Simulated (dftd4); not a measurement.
Cl$_{3}$Si (SMILES Cl[Si](Cl)Cl), doublet, at a GFN2-xTB geometry; D4 for revpbe run with dftd4 4.2.0.

The dftd4 input:
```
$ dftd4 mol.xyz --func revpbe --charge 0 --json dftd4.json --noedisp --grad

# file mol.xyz
4

Cl     1.85834472    -0.43964347    -0.16627542
Si     0.00366610    -0.01083797     0.52515717
Cl    -1.31430510    -1.38571251    -0.16365187
Cl    -0.54705876     1.83428137    -0.10255510
```

Output, abridged:

```
                    ____  _____ _____     ____  _  _
      -------------|  _ \|  ___|_   _|---|  _ \| || |------------
     |             | | | | |_    | | ___ | | | | || |_           |
     |             | |_| |  _|   | ||___|| |_| |__   _|          |
     |             |____/|_|     |_|     |____/   |_|            |
     |             ===================================           |
     |            E. Caldeweyher, S. Ehlert & S. Grimme          |
     |          Mulliken Center for Theoretical Chemistry        |
     |                    University of Bonn                     |
      -----------------------------------------------------------

Rational (Becke-Johnson) damping: revpbe-D4-ATM
---------------------
  s6         1.0000
  s8         1.7468
  s9         1.0000
  a1         0.5363
  a2         3.0726
 alp        16.0000
--------------------

Dispersion energy:      -1.5985684290637E-02 Eh

Gradient norm:           3.0631275066185E-03 Eh/a0
--------------------------------------------------
     #    Z           dE/dx      dE/dy      dE/dz
--------------------------------------------------
     1   17 Cl    1.720E-03 -4.089E-04 -4.309E-05
     2   14 Si    4.740E-07 -1.401E-06  6.790E-05
     3   17 Cl   -1.215E-03 -1.284E-03 -4.066E-05
     4   17 Cl   -5.052E-04  1.694E-03  1.585E-05
--------------------------------------------------

Virial:
--------------------------------------------------
      component           x          y          z
--------------------------------------------------
          x       9.578E-03  1.367E-06 -6.624E-05
          y       1.367E-06  9.575E-03  1.958E-04
          z      -6.624E-05  1.958E-04  9.043E-05
--------------------------------------------------

[Info] Dispersion results written to 'dftd4.txt'
[Info] JSON dump of results written to 'dftd4.json'
```
